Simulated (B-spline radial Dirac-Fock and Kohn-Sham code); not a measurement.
**Muonic isotope shifts in krypton**

These are calculated numbers from an atomic code on a B-spline grid; the model is the Dirac equation of a negative muon with reduced mass in the field of a spherical finite nucleus, with the Uehling potential to all orders; nuclear polarisation, deformation, hyperfine structure, self-energy, higher-order vacuum polarisation, relativistic recoil and electron screening are left out. Nuclear charge: Fermi distribution (skin thickness 2.3 fm); radii from Angeli and Marinova (2013). Reference ⁸⁵Kr, radius 4.1846 fm: 2p3/2 → 1s1/2 2148 keV, 3d5/2 → 2p3/2 510.6 keV.

```
 A  radius (fm)  δ⟨r²⟩ (fm²)  shift 2p3/2 → 1s (keV)  shift 3d5/2 → 2p3/2 (keV)
72       4.1635       -0.176                   +3.46                      -0.10
74        4.187       +0.020                   -0.71                      -0.10
75       4.2097       +0.211                   -4.76                      -0.12
76        4.202       +0.146                   -3.35                      -0.10
77       4.2082       +0.198                   -4.44                      -0.10
78       4.2038       +0.161                   -3.62                      -0.08
79       4.2034       +0.158                   -3.52                      -0.07
80        4.197       +0.104                   -2.35                      -0.06
81       4.1952       +0.089                   -2.00                      -0.05
82       4.1919       +0.061                   -1.38                      -0.03
83       4.1871       +0.021                   -0.50                      -0.02
84       4.1884       +0.032                   -0.71                      -0.01
86       4.1835       -0.009                   +0.22                      +0.01
87       4.1984       +0.116                   -2.44                       0.00
88       4.2171       +0.273                   -5.78                      -0.02
89       4.2286       +0.370                   -7.82                      -0.02
90       4.2423       +0.486                  -10.25                      -0.03
91       4.2543       +0.588                  -12.38                      -0.04
92       4.2724       +0.743                  -15.60                      -0.06
93       4.2794       +0.802                  -16.83                      -0.06
94       4.3002       +0.981                  -20.52                      -0.08
95       4.3067       +1.037                  -21.66                      -0.08
96       4.3267       +1.209                  -25.21                      -0.10
```
